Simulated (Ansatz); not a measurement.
Ansatz (a program for electronic structure) input:
A basis named .json is the Basis Set Exchange file of that set.

Ansatz 0.2 input:
```yaml
crystal:
  periodic: [false, false, false]
  atoms:
    - {symbol: C, position_ang: [-1.47869199, 1.79729656, -0.58951216]}
    - {symbol: C, position_ang: [-1.31148253, 0.36545079, -0.09257554]}
    - {symbol: C, position_ang: [-2.12536162, -0.61087560, -0.93487888]}
    - {symbol: Si, position_ang: [0.60543299, -0.16088534, -0.01180060]}
    - {symbol: O, position_ang: [2.30082622, -0.55914154, -0.40931954]}
    - {symbol: O, position_ang: [0.98674457, 1.02844986, 1.17325346]}
    - {symbol: O, position_ang: [0.26831126, -1.64696747, 0.78955992]}
    - {symbol: H, position_ang: [-1.04474034, 1.90522845, -1.59193013]}
    - {symbol: H, position_ang: [-0.96012638, 2.50066307, 0.06526293]}
    - {symbol: H, position_ang: [-2.53515261, 2.09731844, -0.65317562]}
    - {symbol: H, position_ang: [-1.64920896, 0.30626405, 0.95248548]}
    - {symbol: H, position_ang: [-3.18536055, -0.32403030, -1.00043204]}
    - {symbol: H, position_ang: [-1.73107503, -0.65065485, -1.95848076]}
    - {symbol: H, position_ang: [-2.06710675, -1.62168817, -0.52594185]}
    - {symbol: H, position_ang: [2.81726702, -0.81109612, 0.38051751]}
    - {symbol: H, position_ang: [1.92786608, 1.21210015, 1.13375295]}
    - {symbol: H, position_ang: [0.99773607, -2.25166731, 0.63699860]}
basis:
  gaussian:
    orbitals: cc-pV_D+d_Z.json
total_charge: -1
magnetization: {spin_polarized: true, initial_magnetization: 1}
correlation: {method: ccsd_t, electrons: outside_noble_gas}
```

Question: What final total energy does it print?

Answer: -634.23427 Eh (CCSD(T)/cc-pV(D+d)Z). The basis has 157 functions.
